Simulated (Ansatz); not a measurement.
Reaction (atomization): `N=C([SiH3])Cl` → C• + Cl• + 4 H• + N• + Si•

Computed with Ansatz on PBE0-D4/def2-TZVP structures; ΔE is electronic, products minus reactants. CCSD(T)/CBS adds triple-zeta CCSD(T) − MP2 to the extrapolated MP2 energy (def2 sets, frozen cores). This one scheme is used for every species, atoms too. Open shells (•) are unrestricted, without spin–orbit coupling. Spin–orbit coupling would lower the free atoms: a little for C, Cl, Si. Each species was taken in one conformer, which may not be the lowest.

| species | CCSD(T)/CBS(def2) energy (Eh) |
| --- | --- |
| `N=C([SiH3])Cl` | -843.98946 |
| C• | -37.79194 |
| Cl• | -459.70966 |
| H• | -0.50000 |
| N• | -54.53257 |
| Si• | -288.94402 |

**Question.** Work out ΔE.

**Answer.** ΔE = 4 × (-0.50000) + (-37.79194) + (-459.70966) + (-54.53257) + (-288.94402) − (-843.98946) = 1.01127 Eh = +2655.1 kJ/mol.

Largest T1 diagnostic among the species: 0.013.

From r2SCAN to r2SCAN0 (25 % exact exchange), in def2-TZVPP and without D4, ΔE moves by −60.0 kJ/mol: exact exchange takes away binding that semilocal exchange gives to molecules. The D4 term adds +28.4 kJ/mol with B3LYP and +14.7 kJ/mol with PBE0; it sums over pairs of atoms, weighted by their polarisabilities, and B3LYP, whose exchange is more repulsive, gets the larger term.

B3LYP here is the variant with VWN-RPA as its local correlation; programs differ in this.

For atomizations the MP2-based limit and the directly extrapolated one differ by several kJ/mol either way, and by 10 to 25 for some Ge, Se and Sn compounds, so smaller differences from it don't rank the levels.
